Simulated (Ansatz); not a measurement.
Computed with Ansatz on PBE0-D4/def2-TZVP structures; ΔE is electronic, products minus reactants. CCSD(T)/CBS adds triple-zeta CCSD(T) − MP2 to the extrapolated MP2 energy (def2 sets, frozen cores). This one scheme is used for every species. Functionals use def2-TZVPP. Each species was taken in one conformer, which may not be the lowest.

`CO[SiH]1OC1=N` → `N=C1O[SiH2]1` + `C=O`  (β-hydride elimination)

| level | ΔE (eV) |
| --- | --- |
| ωB97X-V | 2.40 |
| PBE0 | 2.34 |
| MP2/def2-QZVPP | 2.47 |
| HF/CBS(def2) | 2.19 |

(1) What does CCSD(T)/CBS give? (Estimate.)

Largest T1 diagnostic among the species: 0.017.

## Answers

(1) Computed: +2.39 eV. The listed levels differ from it by 0.01, -0.05, 0.08, -0.20 eV.

The D4 term adds +0.14 eV with B3LYP and +0.08 eV with PBE0; it sums over pairs of atoms, weighted by their polarisabilities, and B3LYP, whose exchange is more repulsive, gets the larger term. In def2-TZVPP, CCSD(T) changes the Hartree–Fock value by +0.14 eV (the triples alone add −0.01 eV) and MP2 by +0.25 eV.

B3LYP here is the variant with VWN-RPA as its local correlation; programs differ in this.
